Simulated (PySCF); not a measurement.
Computed with B3LYP-D3(BJ)/def2-TZVP in PySCF. All species are isolated molecules in the gas phase. One relaxed conformer stands for a flexible species; it need not be the lowest. B3LYP has the VWN-RPA correlation part, as in Gaussian. Excitations are Tamm–Dancoff values on a coarser integration grid. The basis has no diffuse functions, so Rydberg states are missing or too high.

Reference species (SMILES): `C=CC[SiH]=C` (C–C–C–Si torsion -104°, C–C–Si–C torsion -114°) (neutral, multiplicity 1).

```yaml
brightest of the four lowest singlets (TDA): 5.05 eV
T1 excitation (TDA): 2.84 eV
HOMO–LUMO gap: 4.96 eV
```

Changed species: `C=C=[Si](C)C`.

**Question.** Predict the effect on the brightest of the four lowest singlets (TDA), T1 excitation (TDA) and HOMO–LUMO gap.

**Answer.** the brightest of the four lowest singlets (TDA) rises by 0.54 eV, to 5.59 eV; the T1 excitation (TDA) rises by 0.16 eV, to 3.00 eV; the HOMO–LUMO gap hardly moves.
